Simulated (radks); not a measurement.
All-electron atom: Nb+ in [Kr] 4d2 5s1 5p1 (not the ground configuration). Method: Dirac Kohn-Sham, PBE, spin-unpolarised, spherical densities, point nucleus; open shells are shared between the two j in proportion to 2j + 1; computed with a radial shooting solver on a logarithmic mesh with Libxc functionals.

Normalised radial functions P(r) = r R(r) (large component), r in bohr:

```
   r/bohr * 4p1/2, o 4d3/2, + 4d5/2 (the largest magnitude, 1, reaches the edge; | marks zero, & curves that meet)
 0.001646                             &
 0.002196                             &
 0.002952                             &
 0.003937                             &
 0.005294                             &
 0.007117                             &
 0.009493                             &*
  0.01276                             &*
  0.01702                             & *
  0.02289                             &  *
  0.03077                             &   *
  0.04104                             +o    *
  0.05518                             |&      *
  0.07359                             | &      *
  0.09894                             |  &    *
    0.133                             |   *&
   0.1774                           * |       &
   0.2385                   *         |         &
   0.3182               *             |        &
   0.4277                   *         |     &
   0.5751                            &|   *
    0.767                   &         |                  *
    1.031           &                 |                          *
    1.375        &                    |                       *
    1.849          &                  |              *
    2.486               +o            |     *
    3.316                     &       | *
    4.458                          &  *
    5.946                            &*
    7.995                             &
    10.75                             &
```

4p1/2: eigenvalue -49.614 eV, 2 radial nodes at r = 0.162, 0.535 bohr, <r> = 1.26 bohr, 90 % of the charge inside 1.86 bohr. 4d3/2: eigenvalue -14.909 eV, 1 radial node at r = 0.549 bohr, <r> = 1.81 bohr, 90 % of the charge inside 2.87 bohr. 4d5/2: eigenvalue -14.697 eV, 1 radial node at r = 0.553 bohr, <r> = 1.83 bohr, 90 % of the charge inside 2.89 bohr.
